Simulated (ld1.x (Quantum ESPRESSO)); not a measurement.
Configuration tests for Ga (Z = 31) (PAW)

* Element: gallium (Ga)
* Generator: ld1.x (Quantum ESPRESSO) 7.5
* Type: PAW
* Functional: LDA (PZ)
* Relativity: scalar-relativistic
* Frozen core: [Ar] 3d10
* Valence charge: 3
* Reference configuration: 4s1.75 4p1.25
* Partial waves: 4s (bound): rcut 1.65, rcutus 1.95 bohr; 4s channel at 0.25 Ry: rcut 1.65, rcutus 1.95 bohr; 4p (bound): rcut 1.95, rcutus 2.55 bohr; 4p channel at 3.3 Ry: rcut 1.95, rcutus 2.55 bohr; 4d channel at 0.35 Ry: rc 2.30 bohr
* Local potential: the d channel
* Core correction: Bessel-smoothed model core inside 1.25 bohr
* Augmentation charge: PSQ, inside the norm-conserving radii

Energies are relative to the spin-unpolarised reference configuration 4s1.75 4p1.25; without spin polarisation the order of configurations can differ from experiment. Spin-polarised rows fill each open shell by Hund’s rule, majority spin first.

```
         valence configuration  charge  ΔE all-electron (eV)  error AE − PS (meV)
                       4s2 4p1       0                -1.620                 -0.9
                       4s2 4p0      +1                 4.268                 -7.2
                       4s1 4p0      +2                25.771                 -174
                     4s2 4p0.5    +0.5                 0.500                 -0.5
                       4s1 4p1      +1                11.718                  -41
                     4s2 4p1.3    -0.3                -2.198                 -1.7
4s1.75 4p1.25 (spin-polarised)       0                -0.310                 -4.0
      4s2 4p1 (spin-polarised)       0                -1.754                 -2.2
```

Problem. What are ΔE and the potential's error for 4s0 4p3?

Solution. ΔE = 11.924 eV all-electron; the error (AE − PS) is -49 meV.

Levels in the configuration 4s1 4p1:

```json
{"level": "4s", "all-electron (eV)": "-17.753", "pseudo (eV)": "-17.864"}
{"level": "4p", "all-electron (eV)": "-10.200", "pseudo (eV)": "-10.262"}
```
